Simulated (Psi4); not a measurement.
C4H12Si (SMILES C[Si](C)(C)C), singlet, geometry from GFN2-xTB. Base run: Psi4 with CCSD/STO-3G.

Here is a job for Psi4.
```
memory 2 GB

molecule mol {
0 1
  C    -0.417781   -1.214189   -1.412677
  Si    0.000000    0.000000   -0.000000
  C     0.005541    1.785287   -0.676144
  C    -1.310410   -0.153853    1.379712
  C     1.722650   -0.417246    0.709109
  H    -1.393964   -1.004244   -1.839505
  H    -0.429310   -2.241604   -1.061285
  H     0.309978   -1.152215   -2.216244
  H     0.240358    2.503370    0.103862
  H    -0.962114    2.055656   -1.088135
  H     0.741828    1.907685   -1.464873
  H    -2.304575    0.077452    1.009137
  H    -1.339921   -1.159908    1.787357
  H    -1.102103    0.525166    2.201134
  H     1.754239   -1.428607    1.103244
  H     2.493527   -0.339218   -0.051714
  H     1.992058    0.256468    1.517021
}

set basis sto-3g
set reference rhf

energy('ccsd')
print_variables()
```

Each row names what was changed in the base input (with any setting that the change needs).

| change | ΔE vs base (mEh) | MP2 correlation (Eh) | basis functions | outcome |
|---|---|---|---|---|
| base | 0.000 | -0.25320 | 41 | converged |
| method = fno-ccsd(t) | - | - | 41 | stopped with an error |
| method = lccd | - | - | 41 | stopped with an error |
| method = mp3 | … | -0.25313 | 41 | converged |
| method = cisd | - | - | 41 | stopped with an error |
| method = scs-mp2 | 52.819 | -0.25320 | 41 | converged |
| method = mp2.5 | 52.657 | -0.25313 | 41 | converged |
| method = omp2 | 80.015 | -0.25313 | 41 | converged |
| puream = on | 0.000 | -0.25320 | 41 | converged |
| method = cepa(1) | - | - | 41 | stopped with an error |

### Question
Fill in the missing entries.

### Answer

- method = mp3, ΔE vs base (mEh): 24.860

- method = fno-ccsd(t): ended with `Fatal Error: ndocc must be less than nvirt`
- method = lccd: ended with `Fatal Error: ndocc must be less than nvirt`
- method = cisd: ended with `Fatal Error: ndocc must be less than nvirt`
